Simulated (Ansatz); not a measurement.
```yaml
crystal:
  periodic: [false, false, false]
  atoms:
    - {symbol: C, position_ang: [-1.470780, 0.878736, 0.076502]}
    - {symbol: Ga, position_ang: [-0.603146, -0.234893, 1.443084]}
    - {symbol: Se, position_ang: [1.410151, -1.262376, 0.916671]}
    - {symbol: C, position_ang: [1.641570, -0.631506, -0.925277]}
    - {symbol: H, position_ang: [-1.632728, 0.302021, -0.837074]}
    - {symbol: H, position_ang: [-2.430515, 1.263210, 0.423190]}
    - {symbol: H, position_ang: [-0.828595, 1.724998, -0.180029]}
    - {symbol: H, position_ang: [-1.123463, -0.517625, 2.892125]}
    - {symbol: H, position_ang: [1.707658, 0.453681, -0.950327]}
    - {symbol: H, position_ang: [2.574700, -1.059321, -1.287260]}
    - {symbol: H, position_ang: [0.820547, -0.973826, -1.550905]}
basis:
  gaussian: {orbitals: cc-pVTZ}
total_charge: 1
magnetization: {spin_polarized: true, initial_magnetization: 1}
hamiltonian: {xc: {name: r2SCAN}, dispersion: d3bjatm}
accuracy: high
scf: {lower_state_search: light}
```

```sh
$ ansatz run in.yaml --threads 4 --pin off --events-out ev --progress --plain --max-ram 10444MiB
```

Shortened log:

```
Functional definition: r2SCAN
4279 factors; integrals over basis functions are off by at most 7.6e-9 eV
mean field evaluation 1: about -119887.7847 eV, gradient 6.9e1 eV
mean field evaluation 2: about -119808.4368 eV, gradient 1.2e2 eV
mean field evaluation 4: about -119902.7686 eV, gradient 2.8e1 eV
mean field evaluation 8: about -119909.2625 eV, gradient 9.2e-1 eV
mean field evaluation 16: about -119909.2645 eV, gradient 1.6e-3 eV
mean field evaluation 32: about -119909.2645 eV, gradient 1.8e-7 eV
mean field -119909.26453958 eV, -4406.5841944110 hartree, gradient 7.5e-8 eV, S^2 0.755610; 4 other end points of the search recorded, 0 dependent functions left out
reference -119909.26454370 eV, -4406.5841945621 hartree; 42, 41 occupied and 202, 203 virtual orbitals, 4279 factors
Total energy: -119909.33213943 eV, -4406.5866786595 hartree
```

Hardware: 4 threads of an Arm Neoverse V2 on a shared host. Wall time 54 s, peak host memory 1.9 GiB.
